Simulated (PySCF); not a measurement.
# Os+ (osmium, charge +1) across methods

[Xe] 4f14 5d7, high-spin 4F determinant (an excited configuration). Computed with PySCF 2.14 in ANO-RCC-VTZP (8s7p5d3f2g1h, 104 functions), with the spin-free X2C one-electron Hamiltonian (Gaussian nucleus).

```csv
method,E (hartree),mean ε 5p β (eV),mean ε 5d α (eV),mean ε 5d β (eV),Σ⟨r²⟩ (bohr²),⟨S²⟩
r2SCAN,-17254.63,-56.412,-13.291,-11.793,50.17,3.753
PBE0,-17254.34,-58.237,-14.523,-12.886,50.15,3.753
UHF,-17249.10585,-65.195,-18.047,-15.772,49.43,3.757
PBE,-17254.59,-55.558,-13.135,-11.644,50.68,3.752
LDA,-17243.63,-56.056,-13.354,-11.860,50.80,3.751
```

Spin-orbit coupling, absent here, splits the open shell strongly.
